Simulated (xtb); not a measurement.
BiH7Si2, SMILES [SiH3][BiH][SiH3]. All values are semi-empirical tight-binding results from xtb (GFN2-xTB unless named), good for trends rather than for accurate numbers. The structure is a stationary point at GFN2-xTB. The structure was generated by enumeration; whether it is a known compound was not checked.

Optimised geometry:

```xyz
10

Bi    -0.2308    -0.3013     0.3902
H     -0.9640    -1.2719    -0.9209
Si    -0.9267     1.8650    -0.8879
H     -0.6115     1.8648    -2.3114
H     -0.2732     3.0434    -0.3161
H     -2.3643     2.1121    -0.7765
Si     2.0492    -0.3986    -0.8765
H      1.9877    -0.0303    -2.2860
H      2.6371    -1.7367    -0.8201
H      3.0301     0.4931    -0.2554
```

For metal compounds this method's bond lengths and energies can be far off.

Computed properties:
- orbital gap = 4.21 eV
- zero-point energy = 34.0 kcal/mol
- G − E(el) at 298.15 K (modified RRHO) = 12.5 kcal/mol

Task: Give the atomic charges and the Wiberg bond orders between heavy atoms. (Estimate from the structure and the level; the computed values follow.)

Result: charges (e) Bi1 0.15, H2 -0.19, Si3 0.36, H4 -0.11, H5 -0.13, H6 -0.11, Si7 0.36, H8 -0.11, H9 -0.11, H10 -0.13. Bond orders Bi1–Si3 0.86, Bi1–Si7 0.86.
